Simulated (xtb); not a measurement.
Zn(Me)(OMe) (C2H6OZn), SMILES C[O][Zn][CH3]. All values are semi-empirical tight-binding results from xtb (GFN2-xTB unless named), good for trends rather than for accurate numbers. Coordinates come from a GFN2-xTB optimisation. The structure was generated by enumeration; whether it is a known compound was not checked. One conformer was computed; it need not be the lowest.

For metal compounds this method's bond lengths and energies can be far off.

* **orbital gap**: 3.79 eV
* **zero-point energy**: 46.4 kcal/mol
* **G − E(el) at 298.15 K (modified RRHO)**: 26.1 kcal/mol
